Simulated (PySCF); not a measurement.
Match the calculated data to a structure.

All candidates are C4H8OSi2.

| technique | computed result |
| --- | --- |
| 1H NMR | chemical shifts (computed TMS as zero) by class: 7.25 (1 H), 6.39 (1 H), 5.38 (1 H), 5.02 (3 H), 4.58 (2 H) ppm [GIAO PBE0/pcSseg-1] |
| Rotational structure | rotational constants A, B, C: 4.242, 1.124, 0.907 GHz [GFN2-xTB] |
| Dipole | 0.62 D [CAM-B3LYP/def2-SVPD] |
| 13C NMR | chemical shifts (computed TMS as zero) by class: 174.0 (1 C), 158.5 (1 C), 131.6 (1 C), 116.6 (1 C) ppm [GIAO PBE0/pcSseg-1] |
| Polarisability | 99.4 au [CAM-B3LYP/def2-SVPD] |
| Triplet | lowest triplet excitation (Tamm–Dancoff): 2.39 eV [TDA CAM-B3LYP/def2-SVPD] |

The electronic properties come from PySCF, for the isolated species, density fitting. Levels stand in brackets. Geometry: GFN2-xTB, one conformer, isolated molecule. NMR values are class means; diastereotopic atoms form classes of their own.

Problem. Which candidate is it?
A. `C=C[Si@H]1C[SiH2]C1=O`
B. `[SiH3]OC1=CC=C[SiH2]1`
C. `C#C[SiH2]O[SiH2]C=C`

Solution. B. It is `[SiH3]OC1=CC=C[SiH2]1`. Numbering: `[SiH3:1][O:2][C:3]1=[CH:4][CH:5]=[CH:6][SiH2:7]1`. Its formula, C4H8OSi2, gives 3 degrees of unsaturation: 1 ring and 2 π bonds in the structure found. 4 carbons fall into 4 classes; from least to most shielded: vinylic carbon bearing oxygen [C3] (174.0 ppm), alkene CH carbon [C5] (158.5 ppm), alkene CH carbon [C4] (131.6 ppm), alkene CH carbon [C6] (116.6 ppm). Hydrogen classes from least to most shielded: 1 H on an alkene CH carbon, C5 (7.25 ppm), 1 H on an alkene CH carbon, C4 (6.39 ppm), 1 H on an alkene CH carbon, C6 (5.38 ppm), 3 H on an oxygen-bound silicon, Si1 (5.02 ppm), 2 H on an SiH2 silicon, Si7 (4.58 ppm). The optimised geometry has point group Cs and is an asymmetric top.

The others, at the same levels:
- `C=C[Si@H]1C[SiH2]C1=O` fails: its computed 13C shifts are 316.4 (1 C), 143.9 (1 C), 137.1 (1 C), -9.9 (1 C) ppm, 1H shifts are 6.68 (1 H), 6.40 (1 H), 6.22 (1 H), 5.36 (1 H), 4.97 (1 H), 4.93 (1 H), 1.11 (1 H), 1.03 (1 H) ppm and rotational constant A is 2.453 GHz (against 4.242 GHz).
- `C#C[SiH2]O[SiH2]C=C` fails: its computed 13C shifts are 143.1 (1 C), 142.1 (1 C), 102.8 (1 C), 88.8 (1 C) ppm, 1H shifts are 6.60 (1 H), 6.33 (1 H), 6.22 (1 H), 5.39 (2 H), 5.32 (2 H), 2.03 (1 H) ppm and rotational constant A is 3.412 GHz (against 4.242 GHz).

Each candidate is one conformer, not necessarily the lowest. The conformers computed, where there is a choice (atom-mapped SMILES and torsion angles):
- `[SiH3:1][O:2][C:3]1=[CH:4][CH:5]=[CH:6][SiH2:7]1`: Si1–O2–C3–C4 180°
- `[CH2:1]=[CH:2][Si@H:3]1[CH2:4][SiH2:5][C:6]1=[O:7]`: C1–C2–Si3–C4 -15°
- `[CH:1]#[C:2][SiH2:3][O:4][SiH2:5][CH:6]=[CH2:7]`: C2–Si3–O4–Si5 36°, Si3–O4–Si5–C6 93°, O4–Si5–C6–C7 -7°
